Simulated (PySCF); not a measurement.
C3H3N2, SMILES [c]1cnc[nH]1, multiplicity 2. Geometry: r2SCAN-D4/def2-SVP. The isomer is the one that the SMILES or the coordinates give; other isomers of the formula were not compared.

Computed equilibrium geometry at r2SCAN-D4/def2-SVP (PySCF confirms it by a frequency run) as a Z-matrix, and its point group:
point group Cs.
```
C
N 1 1.3178
N 1 1.3675 2 111.17
H 3 1.0139 1 127.74 2 180.00
C 3 1.3677 4 126.36 1 180.00
C 5 1.3730 3 108.10 4 180.00
H 6 1.0880 5 129.76 3 180.00
H 1 1.0909 2 125.86 6 180.00
```
Charge 0, spin multiplicity 2.
